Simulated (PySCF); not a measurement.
C3H3NSSi.
SMILES with atom numbers: `[N:1]#[C:2][C:3]([SiH3:4])=[C:5]=[S:6]` (hydrogens: H7, H8, H9 on Si4)

Method: PBE0-D3(BJ)/def2-SVP geometry optimisation, gas phase (PySCF); density fitting, grid level 1; the optimiser is geomeTRIC in internal coordinates, started from a GFN2-xTB structure with every atom displaced at random (about 0.01 Å).

Step 0: E = -23338.9022 eV
```
atom  x, y, z in Å  |  force x, y, z in eV/Å
N1     -1.5747   -2.2874    0.5325   -0.279  -0.755   0.159
C2     -1.1641   -1.2286    0.3177   -0.278  -0.254   0.051
C3     -0.5958    0.0126    0.0530    2.148  -1.031  -0.056
Si4     1.3614   -0.0264   -0.1518   -1.671   0.397   0.571
C5     -1.2351    1.1266   -0.0522   -1.013   2.438  -0.235
S6     -1.9024    2.5323   -0.1885    0.170  -0.529   0.042
H7      1.8767   -0.5494    1.1110    0.304  -0.168   0.430
H8      1.7641    1.3482   -0.4142    0.287   0.551  -0.123
H9      1.6017   -0.9184   -1.2498    0.332  -0.650  -0.840
```

Step 1: E = -23339.0225 eV
```
atom  x, y, z in Å  |  force x, y, z in eV/Å
N1     -1.7117   -2.2485    0.5242   -0.099  -0.087   0.020
C2     -1.2221   -1.2147    0.3279    0.182   0.101   0.019
C3     -0.5338    0.0013    0.0849    0.246   0.353  -0.293
Si4     1.3521   -0.0149   -0.1590   -0.043  -0.251   0.152
C5     -1.1743    1.1551   -0.0466   -0.481  -0.405   0.161
S6     -2.0296    2.4372   -0.1713    0.202   0.193  -0.056
H7      1.9272   -0.5367    1.1118    0.112   0.007  -0.008
H8      1.8348    1.3674   -0.4294   -0.100   0.019  -0.014
H9      1.6892   -0.9364   -1.2848   -0.019   0.070   0.018
```

Q: Estimate the geometry and energy of step 2. (The exact step hangs on the optimiser's Hessian estimate; all steps are aligned on step 1, rigid shifts and turns removed.)

A: E = -23339.0531 eV, largest force 0.279 eV/Å
```
atom  x, y, z in Å  |  force x, y, z in eV/Å
N1     -1.7009   -2.2616    0.5339   -0.023   0.008   0.002
C2     -1.2156   -1.2270    0.3254    0.008  -0.044   0.019
C3     -0.5441   -0.0059    0.0675    0.117   0.129  -0.098
Si4     1.3409   -0.0247   -0.1486    0.011  -0.042   0.064
C5     -1.1918    1.1443   -0.0511   -0.234  -0.130   0.077
S6     -1.9734    2.4735   -0.1783    0.132   0.041  -0.030
H7      1.9497   -0.5356    1.1131    0.013   0.008  -0.020
H8      1.7783    1.3717   -0.4204   -0.016   0.019  -0.009
H9      1.6887   -0.9253   -1.2838   -0.007   0.011  -0.005
```

The energy changes by -0.0306 eV. The first-order estimate −F·Δx gives -0.0445 eV and the mean of the old and new forces, exact on a quadratic surface, -0.0304 eV. The step makes an angle of 63° with the force vector and moves no atom by more than 0.067 Å.

The cost below is that of the whole optimisation. The run took 30 s on an Arm Neoverse V2 with one thread, shared host with 96 logical CPUs at a one-minute load of 77, and the process peaked at 0.44 GiB of memory.
